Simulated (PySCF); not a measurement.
Run record: geometry optimisation, `[Si@H](N)([SiH2]Br)C`.

Method: PBE0-D3(BJ)/def2-SVP geometry optimisation, gas phase (PySCF 2.14.0). Start geometry: GFN2-xTB. The command runs a driver script over a list of jobs; the input below is this job's line of settings and its coordinates in Å.

Command:
```bash
OMP_NUM_THREADS=1 python probes_run.py task.json out
```

Input:
```
{"job": {"xc": "PBE0", "basis": "def2-SVP", "d3": "d3bj", "grid": 1, "shake": 0.01, "kind": "geom"}, "charge": 0, "multiplicity": 1}
C     -1.704020     0.478510    -0.610070
Si    -0.343810    -0.386890     0.317910
N      0.271760    -1.576210    -0.761200
Si     1.475110     1.031810     0.716360
Br     3.125010    -0.203770     1.527390
H     -1.378690     0.927830    -1.555260
H     -2.526360    -0.181140    -0.842850
H     -2.123920     1.319770    -0.027830
H     -0.903690    -0.906610     1.601540
H     -0.338300    -2.173340    -1.257350
H      1.109120    -2.094220    -0.486250
H      2.102830     1.704920    -0.393570
H      1.240780     2.042460     1.760860
```

Output:
```
step   0  E = -3249.67531424  max force = 0.029584
step   1  E = -3249.68058167  max force = 0.008077
step   2  E = -3249.68110952  max force = 0.003876
step   3  E = -3249.68120203  max force = 0.000986
step   4  E = -3249.68122499  max force = 0.000485
step   5  E = -3249.68124850  max force = 0.000403
step   6  E = -3249.68125854  max force = 0.000403
optimisation converged
```

Energies in Eh; «max force» is the largest Cartesian gradient component in Eh/bohr.

Q: Give the first gradient maximum in eV/Å.

A: With 1 Eh/bohr = 51.422 eV/Å, 1.521 eV/Å.

Q: How much energy does the optimisation release, in eV?

A: E(step 0) − E(last step) = 0.005944 Eh, which is 0.162 eV.

Main results: final energy -3249.68126 Eh after 6 steps; dipole 2.36 D.

Q: Give the final coordinates.

A: 0.099 Å rms from the input after alignment:
```
atom  x, y, z in Å
C1    -0.6782    0.9642    0.5738
Si2    0.6464   -0.0113    1.4749
N3     1.3242   -1.2022    0.4091
Si4    2.4997    1.2986    2.0645
Br5    4.0584   -0.1809    2.7429
H6    -0.2726    1.4108   -0.3461
H7    -1.5193    0.3083    0.2963
H8    -1.0801    1.7667    1.2111
H9     0.0639   -0.5271    2.7634
H10    0.7122   -1.8750   -0.0424
H11    2.1883   -1.6514    0.6986
H12    3.0882    2.0636    0.9238
H13    2.2700    2.2444    3.1981
```

Q: Estimate the wall time. Hardware: one thread of an Arm Neoverse V1, no GPU, shared host. And the peak memory of the process?

A: About 58 s, with 0.53 GiB resident at the peak, the Python interpreter and its libraries included.
Labels such as C1 count atoms from 1, the log's own numbers from 0.
